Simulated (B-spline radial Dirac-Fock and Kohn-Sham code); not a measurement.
# Dipole and non-dipole photoemission parameters of Ta 5p1/2

System: atomic tantalum, 1s2 2s2 2p6 3s2 3p6 3d10 4s2 4p6 4d10 4f14 5s2 5p6 5d3 6s2; threshold 50.51 eV (orbital energy of the model). These are calculated numbers from a radial finite-basis atomic code; the model is Dirac-Hartree-Slater photoionisation with a Latter tail; cross sections with all multipoles, angular parameters from the dipole term and its interference with E2.

| hν (eV) | σ (kb) | β | γ | δ |
| --- | --- | --- | --- | --- |
| 59 | 2160 | 1.907 | -0.036 | -0.003 |
| 67.6 | 1360 | 1.950 | -0.013 | -0.006 |
| 89.3 | 471 | 1.676 | 0.268 | -0.022 |
| 90.9 | 441 | 1.647 | 0.286 | -0.023 |
| 111 | 213 | 1.227 | 0.430 | -0.030 |
| 119 | 168 | 1.042 | 0.441 | -0.030 |
| 140 | 101 | 0.576 | 0.382 | -0.022 |
| 148 | 86.2 | 0.425 | 0.337 | -0.017 |
| 168 | 62.7 | 0.141 | 0.208 | -0.002 |
| 200 | 44.2 | -0.046 | 0.032 | 0.020 |
| 213 | 40.0 | -0.048 | -0.014 | 0.027 |
| 286 | 27.9 | 0.252 | -0.040 | 0.043 |
| 317 | 25.3 | 0.413 | 0.007 | 0.043 |
| 421 | 19.6 | 0.839 | 0.182 | 0.034 |
| 446 | 18.6 | 0.915 | 0.217 | 0.031 |
| 600 | 14.0 | 1.233 | 0.344 | 0.018 |
| 881 | 9.23 | 1.493 | 0.359 | 0.006 |
| 902 | 8.98 | 1.504 | 0.355 | 0.005 |
| 1000 | 7.93 | 1.550 | 0.331 | 0.003 |
| 1140 | 6.72 | 1.598 | 0.290 | 0.001 |
| 1470 | 4.78 | 1.664 | 0.187 | -0.002 |
| 1630 | 4.12 | 1.683 | 0.144 | -0.002 |
| 2270 | 2.48 | 1.715 | 0.024 | -0.004 |
| 3250 | ? | ? | ? | ? |
| 4000 | 0.924 | 1.701 | 0.020 | -0.005 |
| 5414.7 | 0.513 | 1.666 | 0.164 | -0.004 |
| 6000 | 0.416 | 1.650 | 0.237 | -0.003 |
| 9251.7 | 0.164 | 1.568 | 0.660 | 0.008 |
| 12000 | 0.0902 | 1.507 | 0.993 | 0.021 |

Question: Give the values at 3250 eV.

Answer: σ = 1.35 kb, β = 1.715, γ = -0.017, δ = -0.005.
